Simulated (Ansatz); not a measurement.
`[CH3][Ga][N]=C=O`, charge 0, multiplicity 2.

Task: Give a relaxed structure at PBE0-D4/def2-TZVP (the Gaussian-basis code of Ansatz). (Best estimate.)

Result: Computed: 
```xyz
8

C     0.6233    0.3947    1.5965
Ga   -0.8048   -0.3990    0.4548
N    -0.4254   -0.2804   -1.3735
C    -0.8490   -0.5508   -2.4657
O    -1.2169   -0.7908   -3.5483
H     1.5525   -0.1349    1.3740
H     0.7304    1.4424    1.3060
H     0.3899    0.3188    2.6562
```
Point group Cs.
